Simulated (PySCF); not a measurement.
A structure optimised at PBE0-D3(BJ)/def2-SVP, used in a PySCF frequency run:

```xyz
7

Ta     0.1634    -0.0103     0.0000
S     -2.0019    -0.0311     0.0000
F      0.8050    -1.7793     0.0000
O      0.7591     0.9110    -1.5317
H      0.3548     1.3444    -2.2889
O      0.7591     0.9110     1.5317
H      0.3548     1.3444     2.2889
```
Charge 0, spin multiplicity 1.

Question: Write its SMILES, formula and point group.

Answer: [OH][Ta]([OH])([F])=[S], FH₂O₂STa, Cs

Question: What are its rotational constants (standard atomic weights)?

Answer: 2.8736, 2.0223, 1.9857 GHz
